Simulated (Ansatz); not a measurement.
Computed with Ansatz on PBE0-D4/def2-TZVP structures; ΔE is electronic, products minus reactants. CCSD(T)/CBS adds triple-zeta CCSD(T) − MP2 to the extrapolated MP2 energy (def2 sets, frozen cores). This one scheme is used for every species. DFT in def2-TZVPP. For Se outer-core shells are correlated without core-valence functions, which leaves a few kJ/mol of doubt a bond. Scalar relativity is left out up to krypton. Each species was taken in one conformer, which may not be the lowest.

Consider the hydrogenolysis of the Si–Se bond: `CO[SiH](C)[SeH]` + H₂ → `CO[SiH2]C` + H₂Se.

```json
{"species": "`CO[SiH](C)[SeH]`", "PBE-D4 energy (Eh)": "-2846.74738"}
{"species": "H₂", "PBE-D4 energy (Eh)": "-1.16621"}
{"species": "`CO[SiH2]C`", "PBE-D4 energy (Eh)": "-445.50473"}
{"species": "H₂Se", "PBE-D4 energy (Eh)": "-2402.38459"}
```

(1) Work out ΔE.

Largest T1 diagnostic among the species: 0.010.

Results:

(1) ΔE = (-445.50473) + (-2402.38459) − (-2846.74738) − (-1.16621) = 0.02427 Eh = +0.66 eV. CCSD(T)/CBS gives +0.63 eV.

In def2-TZVPP, CCSD(T) changes the Hartree–Fock value by +0.25 eV (the triples alone add +0.06 eV) and MP2 by +0.36 eV. The D4 term adds +0.14 eV with B3LYP and +0.08 eV with PBE0; it sums over pairs of atoms, weighted by their polarisabilities, and B3LYP, whose exchange is more repulsive, gets the larger term.

B3LYP here is the variant with VWN-RPA as its local correlation; programs differ in this.
